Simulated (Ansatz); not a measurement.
```yaml
crystal:
  periodic: [false, false, false]
  atoms:
    - {symbol: Mg, position_ang: [0.424177, 1.050795, -0.688372]}
    - {symbol: Mg, position_ang: [-0.497919, -0.844604, -0.984437]}
    - {symbol: Mg, position_ang: [-1.020007, -0.112451, 0.800788]}
    - {symbol: Mg, position_ang: [0.937499, -0.074990, 0.853293]}
basis:
  gaussian: {orbitals: def2-mTZVPP}
total_charge: 1
magnetization: {spin_polarized: true, initial_magnetization: 1}
hamiltonian: {xc: {name: r2SCAN}, pseudopotentials: {relativity: none}}
scf: {omitted_lower_state_checks: [starts]}
output: {forces: true}
```

```sh
$ ansatz run in.yaml --threads 4 --pin off --events-out ev --progress --plain --max-ram 3916MiB
```

It prints (some lines left out):

```
Functional definition: r2SCAN
590 factors; integrals over basis functions are off by at most 2.3e-4 eV
mean field evaluation 1: about -21756.0176 eV, gradient 1.2e1 eV
mean field evaluation 2: about -21756.2199 eV, gradient 1.2e1 eV
mean field evaluation 4: about -21757.7731 eV, gradient 1.2e0 eV
mean field evaluation 8: about -21757.7472 eV, gradient 5.1e-2 eV
mean field evaluation 16: about -21757.7472 eV, gradient 5.8e-4 eV
mean field -21757.74721624 eV, -799.5824622660 hartree, gradient 5.0e-5 eV, S^2 0.760007; 0 other end points of the search recorded, 0 dependent functions left out
reference -21757.74724413 eV, -799.5824632912 hartree; 24, 23 occupied and 32, 33 virtual orbitals, 590 factors
Total energy: -21757.74724413 eV, -799.5824632912 hartree
Atom 0 at     0.424177     1.050795    -0.688372 Å, force     1.577876    10.078730    -6.616538 eV/Å
Atom 1 at    -0.497919    -0.844604    -0.984437 Å, force    -1.263518    -7.806669    -8.403175 eV/Å
Atom 2 at    -1.020007    -0.112451     0.800788 Å, force   -11.079711     1.465318     7.656321 eV/Å
Atom 3 at     0.937499    -0.074990     0.853293 Å, force    10.765353    -3.737379     7.363392 eV/Å
Dipole moment:     0.002518    -0.016374    -0.102481 e Å
Checks for a lower state left out: starts
```

In this input the geometry is squeezed to about two thirds of its size. The run converged. The result belongs to that input, not to the species as meant.
